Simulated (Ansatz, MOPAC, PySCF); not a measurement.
Torsion H3–P1–P2–H5 in H4P2 (SMILES PP); at each angle all else is relaxed with GFN2-xTB, and the levels are single points there.
Geometry at 20° (charge 0, multiplicity 1):
```xyz
6

P     -1.049    -0.295    -0.603
P      1.098    -0.191    -0.356
H     -1.352     1.037    -0.324
H     -1.274    -0.691     0.713
H      1.161     0.974     0.406
H      1.295     0.499    -1.549
```

On the grid 0° to 180°, 100° is the highest and 20° the lowest point at CCSD(T)/CBS(cc-pV(T+d)Z, cc-pV(Q+d)Z).

Rows in LANL2DZ carry no dispersion term and start afresh at each structure. LANL2DZ brings its own core potentials from Na on. The state that PM3, PM6 reach isn't checked.

Run with Ansatz (a quantum-chemistry and plane-wave program) with Gaussian orbitals; MOPAC for PM3, PM6 (differences of heats of formation); PySCF for LANL2DZ rows. Each number belongs to the level named beside it.

**Question.** One of these levels gives 2.03 kcal/mol for the energy at 100° less that at 20°. Which?
(A) HF/cc-pV(D+d)Z
(B) PM3
(C) B3LYP/LANL2DZ
(D) PM6

**Answer.** B, PM3. The others give 2.39 (PM6), 4.46 (HF/cc-pV(D+d)Z), 3.01 (B3LYP/LANL2DZ)
